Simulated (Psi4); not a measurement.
CH₃S (SMILES [CH2-]S), charge -1, singlet, geometry from GFN2-xTB (a gas-phase anion, which may not be bound at this level); PBE/def2-SVP in Psi4.

The Psi4 input:
```
memory 2 GB

molecule {
-1 1
C    -0.18310410    1.16138186    0.01505557
S    -0.04796709   -0.56372168   -0.01148952
H     1.29602576   -1.14309776    0.01927862
H     0.25755768    1.58118756    0.93632275
H     0.31251462    1.61316597   -0.86210237
}

set {
  basis def2-svp
}

energy('pbe')
print_variables()
```

**Question.** What does Psi4 print? Leave out banner, timings and long lists.

**Answer.** 
```
   => Loading Basis Set <=

    Name: DEF2-SVP
    Role: ORBITAL
    Keyword: BASIS

         ---------------------------------------------------------
                                   SCF
               by Justin Turney, Rob Parrish, Andy Simmonett
                          and Daniel G. A. Smith
                              RKS Reference
         ---------------------------------------------------------

  ==> Geometry <==

    Molecular point group: c1
    Full point group: C1

    Geometry (in Angstrom), charge = -1, multiplicity = 1:

       Center              X                  Y                   Z               Mass
    ------------   -----------------  -----------------  -----------------  -----------------
         C           -0.143735346472     1.204353175438     0.017022698501    12.000000000000
         S           -0.008598336472    -0.520750364562    -0.009522391499    31.972071174400
         H            1.335394513528    -1.100126444562     0.021245748501     1.007825032230
         H            0.296926433528     1.624158875438     0.938289878501     1.007825032230
         H            0.351883373528     1.656137285438    -0.860135241499     1.007825032230

  Running in c1 symmetry.

  Rotational constants: A =      4.53829  B =      0.48811  C =      0.48182 [cm^-1]
  Rotational constants: A = 136054.50169  B =  14633.15747  C =  14444.60718 [MHz]
  Nuclear repulsion =   49.850190094667994

  Charge       = -1
  Multiplicity = 1
  Electrons    = 26
  Nalpha       = 13
  Nbeta        = 13

  ==> Algorithm <==

  SCF Algorithm Type is DF.
  DIIS enabled.
  MOM disabled.
  Fractional occupation disabled.
  Guess Type is SAD.
  Energy threshold   = 1.00e-06
  Density threshold  = 1.00e-06
  Integral threshold = 1.00e-12

  ==> Primary Basis <==

  Basis Set: DEF2-SVP
    Blend: DEF2-SVP
    Number of shells: 23
    Number of basis functions: 47
    Number of Cartesian functions: 49
    Spherical Harmonics?: true
    Max angular momentum: 2

  ==> DFT Potential <==

   => LibXC <=

    Version 7.1.2
    S. Lehtola, C. Steigemann, M. J. T. Oliveira, and M. A. L. Marques,  SoftwareX 7, 1–5 (2018) (10.1016/j.softx.2017.11.002)

   => Composite Functional: PBE <=

    PBE GGA Exchange-Correlation Functional

    J.P. Perdew et. al., Phys. Rev. Lett., 77(18), 3865-3868, 1996

    Deriv               =              1
    GGA                 =           TRUE
    Meta                =          FALSE

    Exchange Hybrid     =          FALSE
    MP2 Hybrid          =          FALSE

   => Exchange Functionals <=

    1.0000     XC_GGA_X_PBE

   => Correlation Functionals <=

    1.0000     XC_GGA_C_PBE

   => LibXC Density Thresholds  <==

    XC_GGA_C_PBE:  1.00E-12
    XC_GGA_X_PBE:  1.00E-15

   => Molecular Quadrature <=

    Radial Scheme          =       TREUTLER
    Pruning Scheme         =           NONE
    Nuclear Scheme         =       TREUTLER

    Blocking Scheme        =         OCTREE
    BS radius alpha        =              1
    Pruning alpha          =              1
    Radial Points          =             75
    Spherical Points       =            302
    Total Points           =         107929
    Total Blocks           =            863
    Max Points             =            256
    Max Functions          =             47
    Weights Tolerance      =       1.00E-15

   => Loading Basis Set <=

    Name: (DEF2-SVP AUX)
    Role: JKFIT
    Keyword: DF_BASIS_SCF

  ==> Integral Setup <==

  SCF_SUBTYPE=INCORE selected. In-core MEM_DF algorithm will be used.
  Using in-core AOs.

  ==> MemDFJK: Density-Fitted J/K Matrices <==

    J tasked:                   Yes
    K tasked:                    No
    wK tasked:                   No
    Algorithm:                 Core
    Schwarz Cutoff:           1E-12
    Mask sparsity (%):       0.0905
    Fitting Condition:        1E-10

   => Auxiliary Basis Set <=

  Basis Set: (DEF2-SVP AUX)
    Blend: DEF2-UNIVERSAL-JKFIT
    Number of shells: 81
    Number of basis functions: 257
    Number of Cartesian functions: 304
    Spherical Harmonics?: true
    Max angular momentum: 4

  Minimum eigenvalue in the overlap matrix is 1.1252966987E-02.
  Reciprocal condition number of the overlap matrix is 2.5866342464E-03.
    Using symmetric orthogonalization.

  ==> Pre-Iterations <==

  SCF Guess: Superposition of Atomic Densities via on-the-fly atomic UHF (no occupation information).

   -------------------------
    Irrep   Nso     Nmo
   -------------------------
     A         47      47
   -------------------------
    Total      47      47
   -------------------------

  ==> Iterations <==

                           Total Energy        Delta E     RMS |[F,P]|

   @DF-RKS iter SAD:  -437.36154468534147   -4.37362e+02   0.00000e+00
   @DF-RKS iter   1:  -437.22379739098477    1.37747e-01   1.78830e-02 DIIS/ADIIS
   @DF-RKS iter   2:  -435.55718658841397    1.66661e+00   3.09708e-02 DIIS/ADIIS
   @DF-RKS iter   3:  -437.59041241621884   -2.03323e+00   5.78443e-03 DIIS/ADIIS
   @DF-RKS iter   4:  -437.63560327690817   -4.51909e-02   2.88834e-03 DIIS/ADIIS
   @DF-RKS iter   5:  -437.64806767576471   -1.24644e-02   5.49937e-04 DIIS/ADIIS
   @DF-RKS iter   6:  -437.64844949985911   -3.81824e-04   1.34428e-04 DIIS/ADIIS
   @DF-RKS iter   7:  -437.64847659877927   -2.70989e-05   3.35887e-05 DIIS
   @DF-RKS iter   8:  -437.64847823006960   -1.63129e-06   7.26845e-06 DIIS
   @DF-RKS iter   9:  -437.64847833028267   -1.00213e-07   7.26847e-07 DIIS
  Energy and wave function converged.

  ==> Post-Iterations <==

   Electrons on quadrature grid:
      Ntotal   =   26.0000058268 ; deviation = 5.827e-06

    Orbital Energies [Eh]
    ---------------------

    Doubly Occupied:

       1A    -87.774504     2A     -9.631632     3A     -7.414727
       4A     -5.444692     5A     -5.438264     6A     -5.431840
       7A     -0.434160     8A     -0.281109     9A     -0.132625
      10A     -0.113316    11A     -0.028646    12A      0.051479
      13A      0.090313

    Virtual:

      14A      0.224404    15A      0.263158    16A      0.318711
      17A      0.351469    18A      0.547071    19A      0.594345
      20A      0.641238    21A      0.667033    22A      0.735035
      23A      0.787846    24A      0.831756    25A      0.838491
      26A      0.877718    27A      0.897059    28A      0.900213
      29A      0.933487    30A      0.956404    31A      1.004923
      32A      1.144071    33A      1.292969    34A      1.474229
      35A      1.564758    36A      1.703102    37A      1.750554
      38A      1.797751    39A      1.867089    40A      2.093553
      41A      2.110023    42A      2.231686    43A      2.405672
      44A      2.419826    45A      2.556597    46A      2.918570
      47A      3.067229

    Final Occupation by Irrep:
              A
    DOCC [    13 ]
    NA   [    13 ]
    NB   [    13 ]

  @DF-RKS Final Energy:  -437.64847833028267

   => Energetics <=

    Nuclear Repulsion Energy =             49.8501900946679939
    One-Electron Energy =                -708.2127334362044166
    Two-Electron Energy =                 252.8960813531876113
    DFT Exchange-Correlation Energy =     -32.1820163419338670
    Empirical Dispersion Energy =           0.0000000000000000
    VV10 Nonlocal Energy =                  0.0000000000000000
    Total Energy =                       -437.6484783302826713

Computation Completed

Properties will be evaluated at   0.000000,   0.000000,   0.000000 [a0]

Properties computed using the SCF density matrix

 Multipole Moments:

 ------------------------------------------------------------------------------------
     Multipole            Electronic (a.u.)      Nuclear  (a.u.)        Total (a.u.)
 ------------------------------------------------------------------------------------

 L = 1.  Multiply by 2.5417464519 to convert [e a0] to [Debye]
 Dipole X            :         -1.5041319            1.8599041            0.3557722
 Dipole Y            :         -2.5453217            2.0301005           -0.5152211
 Dipole Z            :         -0.0912230            0.0929335            0.0017105
 Magnitude           :                                                    0.6261226

 ------------------------------------------------------------------------------------

  Variable Map:
  ----------------------------------------------------------------------------
  "CURRENT ENERGY"              =>    -437.648478330283
  "CURRENT REFERENCE ENERGY"    =>    -437.648478330283
  "DD SOLVATION ENERGY"         =>       0.000000000000
  "DFT FUNCTIONAL TOTAL ENERGY" =>    -437.648478330283
  "DFT TOTAL ENERGY"            =>    -437.648478330283
  "DFT VV10 ENERGY"             =>       0.000000000000
  "DFT XC ENERGY"               =>     -32.182016341934
  "GRID ELECTRONS ALPHA"        =>      13.000002913397
  "GRID ELECTRONS BETA"         =>      13.000002913397
  "GRID ELECTRONS TOTAL"        =>      26.000005826794
  "NUCLEAR REPULSION ENERGY"    =>      49.850190094668
  "ONE-ELECTRON ENERGY"         =>    -708.212733436204
  "PCM POLARIZATION ENERGY"     =>       0.000000000000
  "PE ENERGY"                   =>       0.000000000000
  "SCF ITERATION ENERGY"        =>    -437.648478330283
  "SCF ITERATIONS"              =>       9.000000000000
  "SCF TOTAL ENERGY"            =>    -437.648478330283
  "TWO-ELECTRON ENERGY"         =>     252.896081353188
  "XC GRID RADIAL POINTS"       =>      75.000000000000
  "XC GRID SPHERICAL POINTS"    =>     302.000000000000
  "XC GRID TOTAL POINTS"        =>  107929.000000000000

  Array Variable Map:
  ----------------------------------------------------------------------------
  "CURRENT DIPOLE"              =>       0.355772157479 ... 0.001710494687 1 by 3
  "SCF DIPOLE"                  =>       0.355772157479 ... 0.001710494687 1 by 3
  "SCF TOTAL ENERGIES"          =>    -437.361544685341 ... -437.648478330283 1 by 10
```
